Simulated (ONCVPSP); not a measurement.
# What one change does to a pseudopotential (Ce, ONCV)

ONCVPSP 4.0.1 input, shortened (lines: element, Z, core and valence counts, functional; n l f; lmax; l rc ep ncon nbas qcut; lloc lpopt rc5 dvloc0; l nproj debl; icmod fcfact rcfact), PBE, fully relativistic:

```
  Ce 58.00    9    5        4      upf
    1    0    2.00
    2    0    2.00
    2    1    6.00
    3    0    2.00
    3    1    6.00
    3    2   10.00
    4    0    2.00
    4    1    6.00
    4    2   10.00
    4    3    1.00
    5    0    2.00
    5    1    6.00
    5    2    1.00
    6    0    2.00
    3
    0    2.75    0.00    3    6    5.60
    1    2.30    0.00    4    8    5.70
    2    3.25    0.00    4    9    5.90
    3    1.15    0.00    4    9   17.50
    4    4    1.00    4.00
    0    3    2.60
    1    2    3.90
    2    2    1.20
    3    2    3.50
    0    0.00    0.00
```

Open shells are filled in proportion to 2j + 1.

Change: all radii scaled by about 0.92 (s 2.52, p 2.12, d 2.98, f 1.06 bohr); local potential polynomial inside 0.92 bohr (lpopt 4, dvloc0 4 Ha).

Cutoffs: the cutoffs (Ha) at which the residual kinetic energy of the hardest occupied pseudo-wave falls to 1 and 0.1 mHa per electron; they do not see the model core or the augmentation charge, which bear on the density cutoff. Errors are all-electron minus pseudo energies relative to the spin-unpolarised reference configuration.

Predict the effect on cutoff, ghosts and configuration errors.

The potential gets neither clearly harder nor softer (107 Ha and 121 Ha → 114 Ha and 129 Ha); a bound ghost appears in s, which as a rule spoils a file; the lowest positive-energy flag moves from s at 34.3 eV to p3/2 at 111.9 eV; of the 4 tests that both files solve, the error grows in 0 and shrinks in 3 by more than 15 % and 0.3 meV (median size 2.2 → 1.4 meV). Less of the atom is replaced, so other configurations are described better.

```csv
quantity,base,changed
"cutoff, loose",107 Ha,114 Ha
"cutoff, tight",121 Ha,129 Ha
loose cutoff by channel,"s 7.6 Ha, p 11 Ha, d 6.8 Ha, f 107 Ha","s 9.6 Ha, p 12 Ha, d 6.8 Ha, f 114 Ha"
bound ghosts,none,s
GHOST(+) flags under 300 eV,"s at 34.3 eV, p3/2 at 135.7 eV, p1/2 at 140.4 eV","p3/2 at 111.9 eV, p1/2 at 122.6 eV"
"error for 4f1 5s2 5p6 5d1 6s1, meV [ΔE 6.07 eV]",-0.5,-0.3
"error for 4f1 5s2 5p6 5d1 6s0, meV [ΔE 17.15 eV]",-3.0,-2.1
"error for 4f1 5s2 5p6 5d0 6s0, meV [ΔE 36.32 eV]",+1.3,+0.8
"error for 4f1 5s2 5p6 5d1 6s0 6p2, meV [ΔE 4.98 eV]",+5.2,+3.6
```

Base: These tests converged, but a pseudo level misses the all-electron one widely, so the file describes the atom poorly there or has found another state: 4f1 5s2 5p6 5d1 6s0 6p2: empty 6s by 8.9 eV. Changed file: These tests converged, but a pseudo level misses the all-electron one widely, so the file describes the atom poorly there or has found another state: 4f1 5s2 5p6 5d1 6s0 6p2: empty 6s by 8.9 eV. A true bound ghost makes a file unfit for plane-wave use even where its test errors are small: the radial tests pick states by their node count and pass the ghost by.
